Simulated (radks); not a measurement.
Species: Cl. Configuration: [Ne] 3s1 3p6 (not the ground configuration).

All-electron calculation, non-relativistic Kohn-Sham, BLYP, spin-polarised, spherical densities, point nucleus; open shells are filled with parallel spins first. Program: a radial shooting solver on a logarithmic mesh with Libxc functionals.

Energy parts (eV):
part                      energy
total                 -12509.858
kinetic                12495.625
electron-nucleus      -29746.586
Hartree                 5506.367
exchange-correlation    -765.263

Orbitals (lengths in bohr, moments of r in powers of bohr; <r^-3> diverges for s and p1/2; r(max) is where P^2 peaks):
orbital	occ.	eigenvalue (eV)	<r^-3>	r(max)
1s up	1	-2743.460	-	0.05990
1s down	1	-2743.195	-	0.05991
2s up	1	-252.2954	-	0.3637
2s down	1	-252.0220	-	0.3638
2p up	3	-193.0865	101.1	0.3020
2p down	3	-192.7992	101.1	0.3021
3s up	1	-21.6017	-	1.276
3s down	0	-20.3888	-	1.282
3p up	3	-9.4735	7.953	1.405
3p down	3	-8.4973	7.561	1.424

The highest occupied level is 3p down at -8.497 eV. The configuration is held as typed, so some empty levels lie below it. Virial ratio -V/T = 2.00114. The electron density at the nucleus is 3214 e/bohr^3. The density falls to 0.001 e/bohr^3 at r = 3.96 bohr. The spin density at the nucleus is 12.64 e/bohr^3 (1s 0.13, 2s 0.06, 3s 12.46), a Fermi contact field of 663 T. Spin moment in Bohr magnetons: 1.
